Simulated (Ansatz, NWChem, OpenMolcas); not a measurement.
How basis sets differ on SiH2IF (SMILES F[SiH2]I)

SiH2IF: 5 atoms, total charge 0, spin state singlet. As SMILES, `F[SiH2]I`. The coordinates come from a PBE0-D4/def2-TZVP relaxation.

```tsv
atom	x (Å)	y (Å)	z (Å)
F	-0.4171	-0.2532	1.5472
Si	0.1365	-0.1413	0.0583
I	-1.2299	1.4219	-1.1880
H	0.0401	-1.4721	-0.5739
H	1.5202	0.3710	0.1150
```

Each level gives the HOMO–LUMO gap (eV). The values are calculated.

```tsv
level	kind	program	value (eV)	CPU time
HF/ANO-RCC-MB (DKH2)	Hartree–Fock	OpenMolcas	13.26	3.5 s
HF/STO-3G	Hartree–Fock	NWChem	15.66	8.2 s
HF/3-21G	Hartree–Fock	Ansatz	13.29	2.9 s
HF/def2-SVP (core potential)	Hartree–Fock	NWChem	13.65	14 s
HF/def2-SVPD (core potential)	Hartree–Fock	Ansatz	12.15	7.3 s
```

All-electron rows without a relativistic Hamiltonian named are non-relativistic, while core potentials hold scalar relativity, so basis and relativity change together. The values span 12.15 to 15.66 eV. A Hartree–Fock LUMO above zero doesn't converge with the basis: it sinks as sets grow more diffuse. Orbital gaps aren't excitation energies. CPU times are rough (shared hosts, several kinds of processor): they show what a rung costs within a factor of a few.
